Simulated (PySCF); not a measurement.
# Energy of Ag²⁺ (silver, charge +2) between two integer charges

The 4d beta orbital of [Kr] 4d9 is emptied in steps (occupation f), with all orbitals relaxed, ending at [Kr] 4d8. Computed with PySCF 2.14 in x2c-TZVPall, with the spin-free X2C one-electron Hamiltonian (Gaussian nucleus). The exact energy is a straight line in f; departures are measured from the line between the end points of the same method.

```
  f  UHF (eV)  LDA (eV)  PBE (eV)
  1     0.000     0.000     0.000
0.9     0.173    -0.648    -0.631
0.7     0.394    -1.521    -1.479
0.5     0.457    -1.820    -1.767
0.3     0.375    -1.536    -1.488
0.1     0.157    -0.661    -0.639
  0     0.000     0.000     0.000
```

```json
{"method": "UHF", "E(f=0) − E(f=1) (eV)": "32.960", "−ε at f=1 (eV)": "34.909", "−ε at f=0.5 (eV)": "32.904"}
{"method": "LDA", "E(f=0) − E(f=1) (eV)": "35.596", "−ε at f=1 (eV)": "28.412", "−ε at f=0.5 (eV)": "35.553"}
{"method": "PBE", "E(f=0) − E(f=1) (eV)": "35.102", "−ε at f=1 (eV)": "28.103", "−ε at f=0.5 (eV)": "35.074"}
```

Orbital energy along the path (eV):

```json
{"f": "1", "UHF": "-34.909", "LDA": "-28.412", "PBE": "-28.103"}
{"f": "0.9", "UHF": "-34.476", "LDA": "-29.814", "PBE": "-29.477"}
{"f": "0.7", "UHF": "-33.660", "LDA": "-32.660", "PBE": "-32.258"}
{"f": "0.5", "UHF": "-32.904", "LDA": "-35.553", "PBE": "-35.074"}
{"f": "0.3", "UHF": "-32.201", "LDA": "-38.489", "PBE": "-37.917"}
{"f": "0.1", "UHF": "-31.546", "LDA": "-41.457", "PBE": "-40.779"}
{"f": "0", "UHF": "-31.235", "LDA": "-42.951", "PBE": "-42.216"}
```

Reference removal energy between the ground levels: 34.8 ± 0.3 eV (semi-empirical (NIST evaluation); NIST Atomic Spectra Database, ionization energies). The calculation has no spin-orbit coupling. The determinant left behind need not be the lowest term of the ion. UHF lacks correlation.
